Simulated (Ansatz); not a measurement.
`[NH2][In]([NH2])[O][SiH3]`, one more setting.

```yaml
crystal:
  periodic: [false, false, false]
  atoms:
    - {symbol: N, position_ang: [-1.997256, 0.098156, 2.005828]}
    - {symbol: In, position_ang: [-0.594619, -0.416206, 0.667308]}
    - {symbol: N, position_ang: [0.301560, -2.154082, 0.202629]}
    - {symbol: O, position_ang: [0.011691, 1.138379, -0.422017]}
    - {symbol: Si, position_ang: [1.170679, 1.406342, -1.521720]}
    - {symbol: H, position_ang: [-2.663167, -0.616167, 2.263119]}
    - {symbol: H, position_ang: [-2.497210, 0.944383, 1.769982]}
    - {symbol: H, position_ang: [1.201033, -2.046424, -0.246359]}
    - {symbol: H, position_ang: [0.384384, -2.834828, 0.944146]}
    - {symbol: H, position_ang: [1.982125, 2.601666, -1.156528]}
    - {symbol: H, position_ang: [2.109583, 0.243450, -1.630215]}
    - {symbol: H, position_ang: [0.591198, 1.635331, -2.876173]}
basis:
  gaussian: {orbitals: def2-mTZVPP}
hamiltonian: {xc: {name: wPBEh}}
```

```sh
$ ansatz run in.yaml --threads 4 --pin off --events-out ev --progress --plain --max-ram 11315MiB
```

Shortened log:

```
Functional definition: wPBEh
1558 factors; their error is unknown
131 factors; integrals over basis functions are off by at most 3.9e-7 eV
mean field evaluation 1: about -18168.8229 eV, gradient 1.0e2 eV
mean field evaluation 2: about -18115.3329 eV, gradient 1.8e2 eV
mean field evaluation 4: about -18187.3147 eV, gradient 2.0e1 eV
mean field evaluation 8: about -18188.1808 eV, gradient 2.0e-1 eV
mean field evaluation 16: about -18188.1808 eV, gradient 4.6e-5 eV
mean field -18188.18084678 eV, -668.4033177274 hartree, gradient 4.6e-5 eV, S^2 0.000000; 0 other end points of the search recorded, 0 dependent functions left out
reference -18188.18091188 eV, -668.4033201198 hartree; 32, 32 occupied and 138, 138 virtual orbitals, 1558 factors
Total energy: -18188.18091188 eV, -668.4033201198 hartree
```

Run time 2.1 s (4 threads of an Intel Xeon Platinum 8488C on a shared host); peak host memory 0.57 GiB.
